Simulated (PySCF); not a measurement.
## C₆ coefficients of unlike pairs at wB97X-V

Calculated with PySCF 2.14 from the dipole response of each species, C₆(A,B) = (3/π) ∫ α_A(iu) α_B(iu) du, in atomic units, from isotropic polarisabilities. For ions this is the dispersion term alone; charge-induced terms of lower order in 1/R come first.

```json
{"species": "Cu", "configuration": "[Ar] 3d10 4s1 (2S)", "basis": "dyall-av2z (16s12p7d2f)", "relativity": "none", "α (bohr³)": "50.86", "C₆ (like pair)": "324.9"}
{"species": "Cr³⁺", "configuration": "[Ar] 3d3 (4F)", "basis": "def2-QZVPPD (11s6p5d3f2g)", "relativity": "none", "α (bohr³)": "2.076", "C₆ (like pair)": "5.222"}
{"species": "Zn", "configuration": "[Ar] 3d10 4s2 (1S)", "basis": "aug-cc-pVTZ-PP with one added diffuse shell each of s, p, d, f, g type with ECP10MDF (7s7p6d4f3g)", "relativity": "core potential", "α (bohr³)": "41.95", "C₆ (like pair)": "313.8"}
```

**Question.** Estimate C₆ for Zn with Cr³⁺.

**Answer.** The integral gives 29.32. The combination rule 2 C_A C_B / (C_A α_B/α_A + C_B α_A/α_B) gives 27.07 and the geometric mean 40.48.

No spin-orbit coupling is included.

The other pairs:

```json
{"pair": "Cr³⁺, Cu", "C₆": "27.85"}
{"pair": "Zn, Cu", "C₆": "315.9"}
```
